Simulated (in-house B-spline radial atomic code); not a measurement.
S⁴⁺. Computed with a B-spline radial atomic code. Model: all-electron spherical atom, spin shells full or empty, radial basis limit, no spin-orbit coupling: exact exchange with a local potential (Slater, KLI or optimised effective potential, whose far tail is KLI's), no correlation.

The run also made RPA and GW results, which its time includes.

The Slater potential averages the orbital exchange potentials with the orbital densities as weights, KLI adds orbital constants, and the optimised effective potential minimises the exact-exchange energy among local potentials. So their energies lie above Hartree-Fock in the order OEP, KLI, Slater. All fall off as −1/r, unlike LDA and GGA exchange.

Command:
```bash
python run_gw.py task.json out
```
Settings (lengths in bohr, energies in hartree):
```
Z                      16
electrons              12
configuration          [Ne] 3s2
hamiltonian            nr
method                 kli
lmax                   9
spin_polarised         False
box_radius             11.96
intervals              66
ion_configuration      [Ne] 3s1
```

Cost of the run: 5.4 s on 1 thread of Arm Neoverse N1 (shared host).

Given: hamiltonian non-relativistic; mean-field start exchange-only KLI.

Computed: energy above Hartree-Fock 4.6129 millihartree; virial ratio -E/T less 1 9.4e-05.

| radius (bohr) | r times exchange potential (hartree bohr) |
| --- | --- |
| 0.00313 | -0.039672 |
| 0.00378 | -0.047866 |
| 0.00458 | -0.057919 |
| 0.00555 | -0.070053 |
| 0.00672 | -0.084588 |
| 0.00814 | ? |
| 0.00986 | -0.12295 |
| 0.0119 | -0.14727 |
| 0.0145 | -0.17743 |
| 0.0175 | -0.21097 |
| 0.0212 | -0.25028 |
| 0.0257 | -0.29481 |
| 0.0311 | -0.34325 |
| 0.0377 | -0.39498 |
| 0.0456 | -0.4463 |
| 0.0553 | -0.4945 |
| 0.067 | -0.53339 |
| 0.0811 | -0.55706 |
| 0.0982 | -0.56083 |
| 0.119 | -0.54592 |
| 0.144 | ? |
| 0.174 | -0.56299 |
| 0.211 | -0.6613 |
| 0.256 | -0.79579 |
| 0.31 | -0.9237 |
| 0.375 | -1.0189 |
| 0.455 | -1.0615 |
| 0.551 | -1.0352 |
| 0.667 | -0.93698 |
| 0.808 | -0.78757 |
| 0.978 | -0.70367 |
| 1.18 | -0.77784 |
| 1.43 | -0.88442 |
| 1.74 | -0.95285 |
| 2.1 | -0.9845 |
| 2.55 | -0.99653 |
| 3.09 | -0.99951 |

Q: What belongs in the row 0.00814?

A: r times exchange potential (hartree bohr): -0.10207.

Q: What belongs in the row 0.144?

A: r times exchange potential (hartree bohr): -0.53252.

```
occupied  level (hartree)  Hartree-Fock level (hartree)
      1s          -90.656                       -94.284
      2s                ?                             ?
      2p          -8.2789                       -8.8621
      3s          -2.6002                        -2.602
```

Q: What belongs in the row 2s?

A: level (hartree): -10.263; Hartree-Fock level (hartree): -11.192.

| empty | level (hartree) |
| --- | --- |
| 3p | -2.1514 |
| 3d | -1.5312 |
| 4s | ? |
| 4p | -1.0579 |

Q: What belongs in the row 4s?

A: level (hartree): -1.2099.

The highest level, 3s, differs from Hartree-Fock by +0.048 eV and the deepest, 1s, by +98.7 eV: a local potential can match the highest level but can't give each shell its own exchange.
